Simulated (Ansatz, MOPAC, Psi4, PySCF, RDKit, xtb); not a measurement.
Two geometries of SMILES C=CCC(C)(C)C, relaxed at B3LYP-D3(BJ)/def2-SVP with one dihedral held; other torsions can differ between them too.

Structure A

```
21

C      3.0747    -0.3429    -0.0009
C      1.8573    -0.5024    -0.5300
C      0.6961     0.4498    -0.3872
C      0.7632     1.7586    -1.2306
C     -0.5554     2.5188    -1.0133
C      1.9330     2.6499    -0.7908
C      0.9150     1.4155    -2.7216
H      3.3100     0.4918     0.6663
H      3.8761    -1.0627    -0.1900
H      1.6956    -1.3660    -1.1873
H      0.5950     0.7473     0.6718
H     -0.2362    -0.0758    -0.6502
H     -0.5688     3.4572    -1.5909
H     -0.6956     2.7760     0.0495
H     -1.4213     1.9153    -1.3308
H      2.9030     2.1688    -0.9812
H      1.8731     2.8871     0.2843
H      1.9168     3.6018    -1.3460
H      0.0849     0.7787    -3.0699
H      1.8577     0.8794    -2.9124
H      0.9168     2.3304    -3.3362
```

Structure B

```
21

C      2.8796    -0.3104     0.4721
C      1.7756    -0.5605    -0.2379
C      0.7052     0.4444    -0.5535
C      0.6983     0.9787    -2.0155
C     -0.5074     1.9183    -2.1722
C      1.9918     1.7572    -2.2975
C      0.5684    -0.1835    -3.0136
H      3.0679     0.6792     0.9022
H      3.6321    -1.0822     0.6566
H      1.6348    -1.5683    -0.6478
H      0.8025     1.3076     0.1269
H     -0.2835    -0.0066    -0.3535
H     -0.5465     2.3435    -3.1882
H     -0.4537     2.7565    -1.4584
H     -1.4549     1.3840    -1.9936
H      2.8790     1.1183    -2.1726
H      2.0959     2.6138    -1.6114
H      1.9941     2.1487    -3.3277
H     -0.3313    -0.7872    -2.8087
H      1.4424    -0.8517    -2.9737
H      0.4891     0.1974    -4.0446
```

Q: Which is lower in energy at the level CCSD(T) on RHF/cc-pVDZ, frozen core // B3LYP-D3(BJ)/def2-SVP (Ansatz, a quantum-chemistry and plane-wave program), and by how much?

A: B is lower, by 1.79 kcal/mol (dihedral C1–C2–C3–C4: 75° in A, 105° in B).

E(B) − E(A) in kcal/mol at the other levels, on the same two geometries: MMFF94 // B3LYP-D3(BJ)/def2-SVP (RDKit) -2.42; B3LYP/def2-TZVP // B3LYP-D3(BJ)/def2-SVP (Psi4) -2.05; B3LYP-D3(BJ)/def2-TZVP // B3LYP-D3(BJ)/def2-SVP (Psi4) -1.80; PBE/def2-TZVP // B3LYP-D3(BJ)/def2-SVP (Psi4) -1.89; PBE-D3(BJ)/def2-TZVP // B3LYP-D3(BJ)/def2-SVP (Psi4) -1.74; wB97M-V/def2-TZVP // B3LYP-D3(BJ)/def2-SVP (Psi4) -1.75; RHF/cc-pVDZ // B3LYP-D3(BJ)/def2-SVP (Ansatz) -2.46; MP2 on RHF/cc-pVDZ, frozen core // B3LYP-D3(BJ)/def2-SVP (Ansatz) -1.86; CCSD on RHF/cc-pVDZ, frozen core // B3LYP-D3(BJ)/def2-SVP (Ansatz) -1.87; RHF/cc-pVTZ // B3LYP-D3(BJ)/def2-SVP (Ansatz) -2.46; MP2 on RHF/cc-pVTZ, frozen core // B3LYP-D3(BJ)/def2-SVP (Ansatz) -1.80; UFF // B3LYP-D3(BJ)/def2-SVP (RDKit) -0.90; PM7, restricted, heats of formation // B3LYP-D3(BJ)/def2-SVP (MOPAC) -1.02; AM1, restricted, heats of formation // B3LYP-D3(BJ)/def2-SVP (MOPAC) -1.30; GFN1-xTB // B3LYP-D3(BJ)/def2-SVP (xtb) -1.04; restricted B3LYP/6-31G*, spherical d, density fitting // B3LYP-D3(BJ)/def2-SVP (PySCF) -1.93; restricted BP86/6-31G*, spherical d, density fitting // B3LYP-D3(BJ)/def2-SVP (PySCF) -1.83; restricted M06-2X/6-31G*, spherical d, density fitting // B3LYP-D3(BJ)/def2-SVP (PySCF) -1.63; restricted MP2 (frozen core)/3-21G // B3LYP-D3(BJ)/def2-SVP (PySCF) -1.72.
